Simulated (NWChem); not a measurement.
# SnCl$_{3}$ cation; SMILES [Cl][Sn+]([Cl])[Cl]

```xyz
4

Sn     0.0000     0.0000     0.0000
Cl     2.0276     1.0029     0.0000
Cl    -0.1452    -2.2574     0.0000
Cl    -1.8823     1.2545     0.0000
```
Atoms are numbered in this order, from 1.

Level: PBE0/def2-SVP with def2 effective core potentials on Sn (NWChem), optimised geometry, unscaled harmonic frequencies. def2 effective core potentials on Sn; no spin-orbit coupling.

### Question
List the harmonic frequencies with IR intensities, and the thermochemistry.

### Answer
```json
[
 {"frequency (cm⁻¹)": "102", "IR intensity (km/mol)": "6.4"},
 {"frequency (cm⁻¹)": "102", "IR intensity (km/mol)": "6.4"},
 {"frequency (cm⁻¹)": "104", "IR intensity (km/mol)": "7.1"},
 {"frequency (cm⁻¹)": "381", "IR intensity (km/mol)": "0.0"},
 {"frequency (cm⁻¹)": "457", "IR intensity (km/mol)": "41.0"},
 {"frequency (cm⁻¹)": "457", "IR intensity (km/mol)": "41.0"}
]
```

```yaml
zero_point_energy: 2.3 kcal/mol
thermal correction to the enthalpy at 298.15 K (with zero-point energy): 6.6 kcal/mol
heat capacity Cv: 16.0 cal/(mol K)
entropy at 298.15 K and 1 atm (symmetry number 6): 80.3 cal/(mol K)
```

Rigid rotor and harmonic oscillator.
